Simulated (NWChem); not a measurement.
The numbers come from NWChem runs, not from measurements. System: CH3BF2S, charge 0, spin multiplicity 1, at a geometry optimised with PBE0/def2-SVP. The structure started from a generated list of species. Level: MP2/def2-TZVP, 9 core orbitals frozen.

The NWChem input:

```
start mol
memory heap 200 mb stack 800 mb global 1000 mb
geometry units angstroms nocenter noautoz
  B     -0.802205    -0.214381     0.000000
  F     -2.039823     0.242586     0.000000
  F     -0.619112    -1.524150     0.000000
  S      0.571630     0.940145     0.000000
  C      1.988328    -0.199778     0.000000
  H      1.987012    -0.830751     0.897890
  H      2.891369     0.423844     0.000000
  H      1.987012    -0.830751    -0.897890
  symmetry group Cs
end
basis spherical
  * library def2-tzvp
end
scf
  rhf
  nopen 0
  maxiter 100
  thresh 1e-7
  semidirect memsize 60000000 filesize 0
end
mp2
  freeze core 9
end
task mp2 energy
```

Output (cleaned and shortened):

```
             Northwest Computational Chemistry Package (NWChem) 7.3.0
             --------------------------------------------------------

                                NWChem Input Module
                                -------------------

 Scaling coordinates for geometry "geometry" by  1.889725989
 (inverse scale =  0.529177249)

 Turning off AUTOSYM since
 SYMMETRY directive was detected!

                             Geometry "geometry" -> ""
                             -------------------------

 Output coordinates in angstroms (scale by  1.889725989 to convert to a.u.)

  No.       Tag          Charge          X              Y              Z
 ---- ---------------- ---------- -------------- -------------- --------------
    1 B                    5.0000    -0.80220500    -0.21438100     0.00000000
    2 F                    9.0000    -2.03982300     0.24258600     0.00000000
    3 F                    9.0000    -0.61911200    -1.52415000     0.00000000
    4 S                   16.0000     0.57163000     0.94014500     0.00000000
    5 C                    6.0000     1.98832800    -0.19977800     0.00000000
    6 H                    1.0000     1.98701200    -0.83075100     0.89789000
    7 H                    1.0000     2.89136900     0.42384400     0.00000000
    8 H                    1.0000     1.98701200    -0.83075100    -0.89789000

 Effective nuclear repulsion energy (a.u.)     215.3196448955

            Nuclear Dipole moment (a.u.)
            ----------------------------
        X                 Y               Z
 ---------------- ---------------- ----------------
     0.0000018897     0.0000245664     0.0000000000

      Symmetry information
      --------------------

 Group name             Cs
 Group number              2
 Group order               2
 No. of unique centers     7

      Symmetry unique atoms

     1    2    3    4    5    6    7


 Summary of "ao basis" -> "" (spherical)
 ------------------------------------------------------------------------------
       Tag                 Description            Shells   Functions and Types
[...]
  Active beta occupied  =     15
  Active alpha virtual  =    155
  Active beta virtual   =    155
  Use MO symmetry       = T
  Use skeleton AO sym   = T

  AO/Fock/Back tols     =   1.0D-09  1.0D-09  1.0D-09

 GA uses MA = F    GA memory limited = T

 Available:
  local mem=  1.15D+08
 global mem=  1.31D+08
 local disk=  0.00D+00
  mp2_memr nvloc                   155
  nvloc new                   155
   1 passes of  15:        5242880                     181567                 118321486.
   1 passes of  15: M    114679064           G      131007918           F     109436184.
  mp2_memr nvloc                   155
  nvloc new                   155
   2 passes of   8:        5242880                     127338                  63130357.
   2 passes of   8: M    114679064           G      131007918           F     109436184.

 Semi-direct pass number   1 of   2  for RHF alpha+beta  at       28.5s
  vrange nnbf                 14961
  mp2_eaftype                   240  avail_ma_in_mb                   999
 EAF : mp2_eaftype filesize         240   31565178.
  mp2_eaf for mointskh                    240
Node 0 wrote    148.4 Mb in      0.1 s     Agg I/O rate:  2248.6 Mb/s
 Done moints_semi at       44.7s
  mp2_eaftype                   240  avail_ma_in_mb                   759
 EAF : mp2_eaftype filesize         240   31565178.
  mp2_eaf for kh                   240
 Done maket at       45.2s
 Semi-direct pass number   2 of   2  for RHF alpha+beta  at       45.2s
  vrange nnbf                 14961
  mp2_eaftype                   240  avail_ma_in_mb                   759
 EAF : mp2_eaftype filesize         240   31565178.
  mp2_eaf for mointskh                    240
Node 0 wrote    129.9 Mb in      0.1 s     Agg I/O rate:  2332.7 Mb/s
 Done moints_semi at       60.5s
  mp2_eaftype                   240  avail_ma_in_mb                   759
 EAF : mp2_eaftype filesize         240   31565178.
  mp2_eaf for kh                   240
 Done maket at       61.0s
 Done multipass loop at       61.0s

          -------------------------------------------
          SCF energy                -660.990121890735
          Correlation energy          -0.927510780700
          Singlet pairs               -0.576189342775
          Triplet pairs               -0.351321437925
          Total MP2 energy          -661.917632671435
          -------------------------------------------

          ---------------------------------------------------
                    Spin Component Scaled (SCS) MP2
          Same spin pairs                     -0.234214291950
          Same spin scaling factor             0.333333333333
          Opposite spin pairs                 -0.693296488750
          Opposite spin scaling fact.          1.200000000000
          SCS-MP2 correlation energy          -0.910027217150
          Total SCS-MP2 energy              -661.900149107885
          ---------------------------------------------------

 -----------------------
 Performance information
 -----------------------

 Timer overhead =  1.89D-07 seconds/call

               Nr. of calls         CPU time (s)                 Wall time (s)                GFlops
             ---------------    -------------------     ------------------------------   -------------------
Name         Min   Avg   Max    Min     Avg     Max     Min     Avg     Max   Mx/calls   Min     Max     Sum
mp2: moin     2     2     2    31.     31.     31.      31.     31.     31.     16.      0.0     0.0     0.0
mp2: make     2     2     2   0.97    0.97    0.97     0.97    0.97    0.97    0.49      0.0     0.0     0.0
mp2: tota     1     1     1    33.     33.     33.      33.     33.     33.     33.      0.0     0.0     0.0

 The average no. of pstat calls per process was 5.00D+00
 with a timing overhead of 9.46D-07s

 Task  times  cpu:       60.9s     wall:       60.9s

 Total times  cpu:       61.0s     wall:       61.0s
```
